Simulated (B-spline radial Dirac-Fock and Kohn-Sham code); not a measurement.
## Pm⁷⁺: scattering cross sections and density moments

System: promethium as Pm⁷⁺, configuration 1s2 2s2 2p6 3s2 3p6 3d10 4s2 4p6 4d10 4f3 5s2 5p3.

The run's input, task.json:

```json
{"items": [{
  "Z": 61,
  "q": 7,
  "cfg": [[1, 0, 2], [2, 0, 2], [2, 1, 6], [3, 0, 2], [3, 1, 6], [3, 2, 10], [4, 0, 2], [4, 1, 6], [4, 2, 10], [4, 3, 3], [5, 0, 2], [5, 1, 3]],
  "A": 145,
  "rrms": 4.962,
  "do": ["scatter"],
  "s": [0.0, 0.05, 0.1, 0.15, 0.2, 0.25, 0.3, 0.35, 0.4, 0.45, 0.5, 0.6, 0.7, 0.8, 0.9, 1.0, 1.1, 1.2, 1.4, 1.6, 1.8, 2.0, 2.5, 3.0, 3.5, 4.0, 5.0, 6.0],
  "pz": [0, 0.1, 0.2, 0.3, 0.4, 0.5, 0.6, 0.8, 1.0, 1.2, 1.4, 1.6, 1.8, 2.0, 2.5, 3.0, 4.0, 5.0, 7.0, 10.0, 15.0, 20.0, 30.0, 40.0, 60.0, 100.0],
  "hv_scatter": [1000, 8047.8, 10000, 17479.3, 20000, 30000, 200000, 1000000]
}]}
```

Run with: `python xray_run.py task.json out`

Level of theory: Dirac-Fock densities; an atomic code on a B-spline grid.

* Sum of ⟨r⟩: 26.35 bohr
* Sum of ⟨r²⟩: 23.54 bohr²
* Sum of ⟨1/r⟩: 398.23 per bohr
* Langevin diamagnetic susceptibility: -18.6 × 10⁻⁶ cm³/mol
* Lamb shielding (α²/3)Σ⟨1/r⟩: 7069 ppm

Coherent scattering is the Thomson cross section weighted by f₀², without anomalous dispersion; incoherent scattering is Klein-Nishina weighted by S. The Lamb formula is the non-relativistic shielding expression. Electron correlation is left out.

| hν (keV) | coherent (b) | incoherent (b) | incoherent per electron (b) |
| --- | --- | --- | --- |
| 1 | 1900 | 0.3778 | 0.00700 |
| 8.0478 | 958.2 | 8.287 | 0.153 |
| 10 | 789.8 | 9.984 | 0.185 |
| 17.4793 | 438.1 | 14.96 | 0.277 |
| 20 | 374.6 | 16.17 | 0.299 |
| 30 | 219.9 | 19.37 | 0.359 |
| 200 | 9.401 | 20.58 | 0.381 |
| 1000 | 0.4280 | 11.32 | 0.210 |

Incoherent scattering overtakes coherent scattering between 30 and 200 keV.

Values without a named source are computed, but for edge energies of neutral atoms, which are taken from tables.
